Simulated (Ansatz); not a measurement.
CH8Si3, SMILES `[SiH2]=C[SiH2][SiH3]` (Si–C–Si–Si torsion 0°) (charge 0, multiplicity 1).

All values below come from frozen-core CCSD(T)/6-31g // PBE0-D3(BJ)/def2-TZVP in Ansatz (a program for electronic structure).

Ansatz 0.2 input:
```yaml
crystal:
  periodic: [false, false, false]
  atoms:
    - { symbol: Si, position_ang: [1.513297, 0.318312, -1.492899] }
    - { symbol: C, position_ang: [1.264726, -0.923761, -0.357789] }
    - { symbol: Si, position_ang: [-0.13715, -0.974545, 0.837634] }
    - { symbol: Si, position_ang: [-1.567024, 0.872127, 0.650599] }
    - { symbol: H, position_ang: [0.597063, 1.473502, -1.601512] }
    - { symbol: H, position_ang: [2.642538, 0.351067, -2.449461] }
    - { symbol: H, position_ang: [1.979475, -1.743984, -0.333852] }
    - { symbol: H, position_ang: [-0.960396, -2.205427, 0.647152] }
    - { symbol: H, position_ang: [0.359698, -1.020386, 2.244748] }
    - { symbol: H, position_ang: [-2.660832, 0.74644, 1.652559] }
    - { symbol: H, position_ang: [-2.183638, 0.955415, -0.702638] }
    - { symbol: H, position_ang: [-0.847759, 2.151243, 0.90546] }
basis:
  gaussian: { orbitals: "6-31g" }
correlation:
  method: ccsd_t
```

Output:

```
Functional definition: HF
803 factors; integrals over basis functions are off by at most 2.0e-4 eV
mean field evaluation 1: about -24734.3814 eV, gradient 2.6e1 eV
mean field evaluation 2: about -24734.3874 eV, gradient 2.6e1 eV
mean field evaluation 4: about -24736.6995 eV, gradient 2.7e0 eV
mean field evaluation 8: about -24736.7455 eV, gradient 7.5e-3 eV
mean field evaluation 16: about -24736.6919 eV, gradient 2.7e0 eV
mean field -24736.74559455 eV, -909.0586334312 hartree, gradient 1.8e-6 eV, S^2 0.000000; 0 other end points of the search recorded, 0 dependent functions left out; unrestricted orbitals would lower it
16 core orbitals not correlated
reference -24736.74559455 eV, -909.0586334312 hartree; 12, 12 occupied and 36, 36 virtual orbitals, 803 factors
second order -7.14790063 eV of doubles, -0.00000000 eV of singles
cycle   1  -8.06691837 eV  change   -9.2e-1 eV  update   1.0e-1
cycle   2  -8.59913636 eV  change   -5.3e-1 eV  update   4.0e-2
cycle   3  -8.67984104 eV  change   -8.1e-2 eV  update   1.4e-2
cycle   4  -8.68320686 eV  change   -3.4e-3 eV  update   4.9e-3
cycle   5  -8.68422897 eV  change   -1.0e-3 eV  update   1.4e-3
cycle   6  -8.68382507 eV  change    4.0e-4 eV  update   3.9e-4
cycle   7  -8.68386911 eV  change   -4.4e-5 eV  update   1.2e-4
cycle   8  -8.68388065 eV  change   -1.2e-5 eV  update   3.5e-5
cycle   9  -8.68386436 eV  change    1.6e-5 eV  update   1.1e-5
perturbative correction -0.23332813 eV, -0.0085746504 hartree
Total energy: -24745.66278703 eV, -909.3863342106 hartree
```
